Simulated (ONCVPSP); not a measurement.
# Zr (Z = 40): excitation energies, all-electron against ONCV

* Element: Zr
* Generator: ONCVPSP 4.0.1
* Type: optimised norm-conserving Vanderbilt (ONCV)
* Functional: LDA (Perdew-Wang 92)
* Relativity: scalar-relativistic
* Frozen core: [Ar] 3d10
* Valence charge: 12
* Reference configuration: 4s2 4p6 4d2 5s2
* Partial waves: 4s+5s: rc 1.80 bohr, ncon 5, nbas 10, qcut 6.7 1/bohr, 2 projectors; 4p: rc 2.20 bohr, ncon 4, nbas 8, qcut 6.7 1/bohr, 1 projector; 4d: rc 1.80 bohr, ncon 4, nbas 9, qcut 9.2 1/bohr, local
* Local potential: the d channel
* Core correction: polynomial model core, fcfact 0.35

Energies are relative to the spin-unpolarised reference configuration 4s2 4p6 4d2 5s2; without spin polarisation the order of configurations can differ from experiment.

Question: Give the all-electron excitation energy and the error of the potential for: 4s2 4p6 4d2 5s1; 4s2 4p6 4d2 5s0; 4s2 4p6 4d1 5s0; 4s2 4p6 4d2 5s0 5p2.

Answer:

| valence configuration | charge | ΔE all-electron (eV) | error AE − PS (meV) |
| --- | --- | --- | --- |
| 4s2 4p6 4d2 5s1 | +1 | 7.345 | -1.2 |
| 4s2 4p6 4d2 5s0 | +2 | 20.580 | -4.1 |
| 4s2 4p6 4d1 5s0 | +3 | 43.399 | +3.9 |
| 4s2 4p6 4d2 5s0 5p2 | 0 | 6.391 | +66 |

Levels in the configuration 4s2 4p6 4d2 5s0 5p2:

| level | all-electron (eV) | pseudo (eV) |
| --- | --- | --- |
| 4s | -56.902 | -56.823 |
| 4p | -34.869 | -34.792 |
| 4d | -5.762 | -5.703 |
| 5p | -2.613 | -2.621 |
